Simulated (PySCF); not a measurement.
Input of a run (PBE0-D3(BJ)/def2-SVP geometry optimisation, gas phase, def2 core potentials past Kr (PySCF 2.14.0)), started from GFN2-xTB:
```
{"job": {"xc": "PBE0", "basis": "def2-SVP", "d3": "d3bj", "grid": 1, "maxiter": 30, "kind": "geom"}, "charge": 3, "multiplicity": 1}
Y      0.000500    -0.000160    -0.000040
O      0.161210     0.162940     2.127850
H      0.143490     0.973320     2.676580
H      0.277150    -0.553350     2.785060
O     -0.158710    -0.164030    -2.127450
H     -0.259270     0.553370    -2.785800
H     -0.159080    -0.975660    -2.674230
O      2.127850     0.163700    -0.162990
H      2.785580     0.273250     0.553320
H      2.676070     0.147840    -0.973280
O     -2.127350    -0.158760     0.163460
H     -2.675350    -0.153240     0.974190
H     -2.784550    -0.267960    -0.553870
O     -0.164760     2.127340    -0.159710
H     -0.976630     2.673790    -0.155340
H      0.551410     2.786220    -0.264510
O      0.163050    -2.127860     0.159190
H     -0.553140    -2.783900     0.275290
H      0.972510    -2.676850     0.142280
```

Output (energies in Eh, forces in Eh/bohr):
```
step   0  E = -495.22097076  max force = 0.045322
step   1  E = -495.25492812  max force = 0.017566
step   2  E = -495.26051685  max force = 0.004509
step   3  E = -495.26103947  max force = 0.000732
step   4  E = -495.26104048  max force = 0.000126
optimisation converged
```

Summarise the run.

The energy falls by 1.090 eV over 5 energy and gradient evaluations, the largest force component goes from 0.0453 to 1.3e-04 Eh/bohr, and the atoms move by 0.170 Å rms after alignment. Among the bonds, Y1–O2, Y1–O5, Y1–O8, Y1–O11, Y1–O14 and Y1–O17 change most and about equally (+0.177 Å). Bonds longer at the end by more than 0.005 Å: 6 of 18; shorter: 0. The energy never rose by more than 1e-6 Eh on the way. The first step brought 85 % of the lowering.

What are the final bond lengths?

Y1–O2 2.317 Å, Y1–O5 2.317 Å, Y1–O8 2.317 Å, Y1–O11 2.317 Å, Y1–O14 2.317 Å, Y1–O17 2.317 Å, O2–H3 0.977 Å, O2–H4 0.977 Å, O5–H6 0.977 Å, O5–H7 0.977 Å, O8–H9 0.977 Å, O8–H10 0.977 Å, O11–H12 0.977 Å, O11–H13 0.977 Å, O14–H15 0.977 Å, O14–H16 0.977 Å, O17–H18 0.977 Å, O17–H19 0.977 Å. Numbering counts from 1 in the input's order; the species is `[OH2]->[Y+3](<-[OH2])(<-[OH2])(<-[OH2])(<-[OH2])<-[OH2]` ([Y(H2O)6]3+).

The run used 175 basis functions and 30 SCF cycles in all. On Arm Neoverse V1, one thread, no GPU, shared host, this took 89 s wall and 0.73 GiB of memory at its peak.

Not checked by PBE0-D3(BJ)/def2-SVP frequencies. The ion is multiply charged and computed without counter-ions or solvent.
